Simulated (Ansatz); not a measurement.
Reaction (substitution at a C–C bond): `CCCCBr` + `[OH][Ga]([F])[SH]` → `C[O][Ga]([F])[SH]` + `CCCBr`

Program: Ansatz. Geometries: PBE0-D4/def2-TZVP. ΔE: electronic, gas phase. CCSD(T)/CBS is the MP2 limit (def2-TZVPP, def2-QZVPP) plus CCSD(T) − MP2 in def2-TZVPP, frozen cores. DFT in def2-TZVPP. B3LYP here is the variant with VWN-RPA as its local correlation; programs differ in this. For Br, Ga outer-core shells are correlated without core-valence functions, which leaves a few kJ/mol of doubt a bond. Scalar relativity is left out up to krypton. One conformer a species, not always the lowest.

`CCCCBr`:

```xyz
14

C    -1.406    0.945    0.996
C    -0.099    0.220    0.730
C     0.089   -0.119   -0.738
C     1.389   -0.814   -1.062
Br    1.500   -2.598   -0.274
H    -1.461    1.884    0.439
H    -2.263    0.334    0.698
H    -1.522    1.181    2.056
H    -0.058   -0.702    1.318
H     0.743    0.836    1.067
H    -0.748   -0.727   -1.095
H     0.071    0.807   -1.329
H     2.251   -0.274   -0.674
H     1.514   -0.972   -2.131
```

`[OH][Ga]([F])[SH]`:

Z-matrix (Å, degrees):
```
Ga
F 1 1.750
S 1 2.169 2 119.6
O 1 1.770 2 116.9 3 -180.0
H 3 1.345 1 91.7 2 -180.0
H 4 0.961 1 112.9 2 -0.0
```

`C[O][Ga]([F])[SH]`:

```xyz
9

C     0.809    1.359    0.344
O     0.120    0.163    0.648
Ga   -0.546   -0.897   -0.594
F    -0.313   -0.406   -2.257
S    -1.610   -2.735   -0.148
H     0.900    1.540   -0.732
H     0.280    2.207    0.791
H     1.814    1.316    0.773
H    -1.455   -2.548    1.175
```

`CCCBr`:

```xyz
11

C     1.289   -0.153    0.115
C    -0.143   -0.626   -0.050
C    -1.144    0.486   -0.248
Br   -1.306    1.634    1.325
H     1.394    0.475    1.002
H     1.970   -1.001    0.219
H     1.613    0.432   -0.750
H    -0.445   -1.236    0.806
H    -0.219   -1.273   -0.934
H    -0.862    1.154   -1.061
H    -2.148    0.107   -0.424
```

(1) Is it downhill or uphill in electronic energy at CCSD(T)/CBS, and by how much? (An estimate is asked.)

(2) What do these levels give: PBE-D4, B2PLYP, B3LYP, SCS-MP2/def2-TZVPP, HF/def2-QZVPP, MP2/CBS(def2)? (An estimate is asked.)

Largest T1 diagnostic among the species: 0.014.

Answers

(1) The calculation gave: Uphill: ΔE = +62.5 kJ/mol.

(2) Ansatz gave: PBE-D4 57.0, B2PLYP 56.4, B3LYP 52.2, SCS-MP2/def2-TZVPP 60.5, HF/def2-QZVPP 50.5, MP2/CBS(def2) 68.1 kJ/mol.

In def2-TZVPP, CCSD(T) changes the Hartree–Fock value by +9.6 kJ/mol (the triples alone add +0.4 kJ/mol) and MP2 by +15.2 kJ/mol.
